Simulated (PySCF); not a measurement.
Vertical excitations of a molecule C₃H₁₂OSi₂ from TDA-ωB97X/def2-SVPD (PySCF 2.14.0), as energy in eV (oscillator strength): 7.46 (0.030), 8.20 (0.031), 8.23 (0.020), 8.37 (0.016), 8.50 (0.005), 8.69 (0.043). Lowest triplet (TDA): 7.14 eV. The structure is a stationary point at B3LYP-D3(BJ)/def2-SVP. One conformer was computed; it need not be the lowest.

Q: Which structure fits?
A) CC[SiH2]C[SiH2]O
B) CCO[Si@H](C)[SiH3]
C) C[C@H](C[SiH3])O[SiH3]
D) CO[C@@H](C)[SiH2][SiH3]

A: A, CC[SiH2]C[SiH2]O
